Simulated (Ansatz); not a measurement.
Frontier orbitals of CH6S2Si (`C[SiH](S)S`).

The species carries charge 0 and has multiplicity 1. Geometry: relaxed with PBE0-D4/def2-TZVP. It is one conformer, not always the lowest. Basis def2-TZVPP, Ansatz.

Orbital energies of one run (eV). Highest occupied ones, from the top: -6.89, -7.34, -8.66, -9.24, -9.36, -10.56, -11.07, -11.46, -11.96, -13.80, -19.34, -19.74, -20.64, -99.95. Empty: -0.33, 0.29, 0.38, 0.69, 0.93, 1.56.

Problem. Which functional gave them?
A. LC-ωPBE
B. HSE06 (plane-wave form)
C. BHLYP
D. PBE0

Solution. B. HOMO energies: HSE06 -6.89, PBE0 -7.28, BHLYP -8.35, LC-ωPBE -9.98 eV.

LC-ωPBE has ω = 0.4 bohr⁻¹.
